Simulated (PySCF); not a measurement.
# Electronic structure of Pt (platinum, neutral) at the UHF level

Configuration: [Xe] 4f14 5d10, closed-shell 1S (an excited configuration). Computed with PySCF 2.14 in x2c-TZVPPall, with the spin-free X2C one-electron Hamiltonian (Gaussian nucleus).

```
Total energy                        : -18410.098795 hartree
One-electron energy                 : -25261.0472 hartree
Hartree (Coulomb) energy            : 7206.9234 hartree
Exchange energy                     : -355.9750 hartree
⟨S²⟩                                : 0.0000
⟨L²⟩                                : 0.000
Sum of ⟨r⟩                          : 45.09 bohr
Sum of ⟨r²⟩                         : 56.87 bohr²
Langevin diamagnetic susceptibility : -45.0 ×10⁻⁶ cm³/mol
```

| shell | electrons | mean orbital energy (eV) | rms radius, mean of both spins (bohr) |
| --- | --- | --- | --- |
| 1s | 2 | -78817.8 | 0.0194 |
| 2s | 2 | -13992.2 | 0.0782 |
| 2p | 6 | -12172.1 | 0.0716 |
| 3s | 2 | -3351.9 | 0.199 |
| 3p | 6 | -2810.8 | 0.202 |
| 3d | 10 | -2198.2 | 0.185 |
| 4s | 2 | -753.82 | 0.441 |
| 4p | 6 | -572.55 | 0.469 |
| 4d | 10 | -343.22 | 0.503 |
| 5s | 2 | -116.91 | 1.03 |
| 4f | 14 | -88.413 | 0.565 |
| 5p | 6 | -67.176 | 1.19 |
| 5d | 10 | -8.784 | 1.92 |

Spin-orbit coupling, which splits the p, d and f shells strongly at this Z, is absent.

Densities and radii are taken from the X2C orbitals without a picture-change correction, which distorts them close to the nucleus.
